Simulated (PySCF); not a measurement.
Vertical excitations of a molecule C4H5ClSi from TDDFT-PBE/def2-SVPD (PySCF), as energy in eV (oscillator strength): 4.05 (0.033), 4.79 (0.001), 5.18 (0.094), 5.47 (0.000), 5.47 (0.004), 5.82 (0.002), 5.90 (0.000), 6.19 (0.005), 6.26 (0.012), 6.49 (0.166). Lowest triplet (TDA): 2.68 eV. Geometry: B3LYP-D3(BJ)/def2-SVP. One conformer was computed; it need not be the lowest.

Identify the compound among the candidates.
A) C#CC(=C)[SiH2]Cl
B) ClC1=C[SiH2]C=C1
C) C#C[SiH2]C(=C)Cl
D) C#C[Si@H](Cl)C=C

B, ClC1=C[SiH2]C=C1
